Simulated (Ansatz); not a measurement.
Consider the stannylene formation by 1,1-elimination: `[F][Sn]([F])([Br])[Br]` → `[Br][Sn][Br]` + F₂.

Computed with Ansatz on PBE0-D4/def2-TZVP structures; ΔE is electronic, products minus reactants. CBS: MP2 limit from def2 TZ/QZ plus the TZ coupled-cluster correction, frozen cores. This one scheme is used for every species. DFT in def2-TZVPP. Elements past krypton have def2 core potentials. For Br, Sn outer-core shells are correlated without core-valence functions, which leaves a few kJ/mol of doubt a bond. Scalar relativity is left out up to krypton.

`[F][Sn]([F])([Br])[Br]`:

Z-matrix (Å, degrees):
```
Sn
F 1 1.891
Br 1 2.421 2 109.1
Br 1 2.421 2 109.1 3 126.9
F 1 1.891 2 104.4 3 -116.6
```

`[Br][Sn][Br]`:

Cartesian coordinates in Å:
```
Br -1.511 1.273 0.272
Sn 0.251 -0.378 0.988
Br 1.261 -0.894 -1.261
```

F₂:

Cartesian coordinates in Å:
```
F 0.173 -0.463 0.478
F -0.173 0.463 -0.478
```

Task: Is it downhill or uphill in electronic energy at CCSD(T)/CBS, and by how much? (An estimate is asked.)

Result: The calculation gave: Uphill: ΔE = +6.25 eV.

Task: What do these levels give: r2SCAN-D4, revPBE, HF/def2-SVP, HF/def2-TZVPP, SCS-MP2/def2-TZVPP, SCS-MP2/def2-QZVPP? (Estimate.)

Result: The calculation gave: r2SCAN-D4 6.04, revPBE 5.34, HF/def2-SVP 6.15, HF/def2-TZVPP 6.46, SCS-MP2/def2-TZVPP 6.12, SCS-MP2/def2-QZVPP 6.30 eV.

Task: What do rigid-rotor, harmonic-oscillator terms from PBE0-D4/def2-TZVP frequencies (298.15 K, 1 bar) make of the CCSD(T)/CBS value? (Best estimate.)

Result: Computed: ΔZPE = -0.05 eV, ΔH = +6.22 eV, ΔS = 146 J/(mol·K), ΔG = +5.76 eV.

Largest T1 diagnostic among the species: 0.011.

From BLYP to BHLYP (50 % exact exchange), in def2-TZVPP and without D4, ΔE moves by +0.82 eV. The D4 term adds +0.09 eV with B3LYP and +0.05 eV with PBE0; it sums over pairs of atoms, weighted by their polarisabilities, and B3LYP, whose exchange is more repulsive, gets the larger term.

B3LYP here is the variant with VWN-RPA as its local correlation; programs differ in this.
